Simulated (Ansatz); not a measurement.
Mulliken charges of `[CH3][Cd][NH2]` from PBE/def2-TZVPP in Ansatz (PBE0-D4/def2-TZVP geometry).

```tsv
atom	x (Å)	y (Å)	z (Å)	charge (e)
C1	-0.898	1.304	-0.798	-0.560
Cd2	0.128	-0.240	0.178	0.536
N3	0.997	-1.731	1.223	-0.575
H4	-1.789	0.911	-1.290	0.111
H5	-0.261	1.770	-1.551	0.109
H6	-1.206	2.066	-0.080	0.113
H7	1.898	-1.493	1.619	0.133
H8	1.130	-2.587	0.697	0.133
```

Question: By hand: the dipole of these point charges (1 e Å = 4.8032 D).

Answer: Σ q r = (0.038, 0.121, -0.174) e Å, of length 0.215 e Å = 1.03 D.

Question: How does the dipole of the full density compare? (Best estimate.)

Answer: Ansatz gave: (0.097, 0.087, -0.184) e Å, 1.08 D; the point charges give 0.95 times that, at 18° from its direction.

Point charges leave out the atoms' own dipoles, such as those of lone pairs, and Mulliken's split depends on the basis, so the close match here is no proof of good charges.
